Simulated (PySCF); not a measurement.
# Excitation energy of Nb by level of theory

Nb [Kr] 4d4 5s1 (6D) → Nb [Kr] 4d3 5s2 (4F), as a difference of total energies. Computed with PySCF 2.14 in dyall-av2z (22s15p11d2f, 136 functions), with no relativity, point nucleus. Correlated levels: valence: [Kr] frozen; virtual orbitals above 40 to 60 times the deepest correlated orbital energy dropped. The calculations carry no spin-orbit coupling.

```json
{"method": "UHF", "excitation energy (cm⁻¹)": "9497.4"}
{"method": "MP2 (valence)", "excitation energy (cm⁻¹)": "6745.6"}
{"method": "SCS-MP2 (valence)", "excitation energy (cm⁻¹)": "2098.2"}
{"method": "CCSD (valence)", "excitation energy (cm⁻¹)": "5451.9"}
{"method": "CCSD(T) (valence)", "excitation energy (cm⁻¹)": "4948.0"}
```

How much does correlation contribute at CCSD(T) (valence)?

4948.0 − (9497.4) = -4549.4 cm⁻¹, measured against UHF.

These non-relativistic numbers lack the scalar-relativistic shift.

For comparison: 1486.2 cm⁻¹ (measured; NIST levels, between the centres of gravity of the two terms).
